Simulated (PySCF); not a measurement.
## How methods differ on the excitation energy of Pt²⁺

Pt²⁺ [Xe] 4f14 5d8 (3F) → Pt²⁺ [Xe] 4f14 5d7 6s1 (5F), as a difference of total energies. Calculation: PySCF 2.14, in ANO-RCC-VTZP; scalar relativity by spin-free X2C-1e. The calculations carry no spin-orbit coupling.

| method | excitation energy (eV) |
| --- | --- |
| UHF | 2.580 |
| B3LYP | 2.876 |
| LC-wPBE | 2.976 |
| BHandHLYP | 3.013 |

The basis was made for the ground configuration and has no added diffuse functions, so the excitation energy can come out too high.
